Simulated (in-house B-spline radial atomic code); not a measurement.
Atomic self-consistent-field run: V VII (V6+). Level of theory: non-relativistic B97-1, spin-polarised, spherical fractional occupations, point nucleus; calculated with a B-spline radial code for spherical atoms.

Command:
```bash
python run_scf.py task.json out
```
Settings:
```
Z                23
configuration    [Ne] 3s2 3p5
hamiltonian      nr
method           b97_1
spin_polarised   True
```

Output (hartree, bohr):
```
 radial grid: 44 intervals, B-splines of order 8, outer radius 10.2985 bohr

 iter        energy (Eh)    residual
    1        -928.347581    4.56e-01
    2        -932.619697    1.74e-01
    3        -932.973022    5.78e-02
    4        -933.019403    2.35e-02
    5        -933.025631    6.84e-03
    6        -933.026209    1.68e-04
    7        -933.026209    1.49e-05
    8        -933.026209    3.27e-07
    9        -933.026209    2.07e-08

 total energy                      -933.02621
 kinetic                             932.2867
 electron-nucleus                  -2144.0170
 Hartree                             320.5141
 exact exchange                       -8.5866
 exchange-correlation                -33.2233

 orbital      occ     eigenvalue          <r>       <r^2>       <1/r>     <1/r^2>       r_max
 1s up      1.000      -201.0128     0.067047  0.00603153     22.5232     1021.88     0.04411
 1s down    1.000      -200.9923    0.0670409  0.00603037     22.5248     1022.01     0.04411
 2s up      1.000       -26.4044     0.310008    0.113444     4.75058     92.6441      0.2577
 2s down    1.000       -26.3867     0.309836    0.113279     4.75148     92.6444      0.2578
 2p up      3.000       -22.8993     0.274273   0.0924983     4.68494     30.1997       0.209
 2p down    3.000       -22.8709      0.27428   0.0924737     4.68373     30.1814      0.2092
 3s up      1.000        -6.3121     0.892184    0.908134      1.5782     15.2817      0.7997
 3s down    1.000        -6.2163     0.895463     0.91518     1.57075     15.1139      0.8004
 3p up      3.000        -5.2811     0.917009    0.972534      1.4868     4.82508      0.8076
 3p down    2.000        -5.1504     0.923212    0.986468     1.47637     4.76038      0.8098
```

Cost of the run: 0.12 s on 1 thread of Arm Neoverse V2, with other jobs on the host.

Caution: exact exchange at fractional occupations of open shells leaves self-interaction of up to several eV.
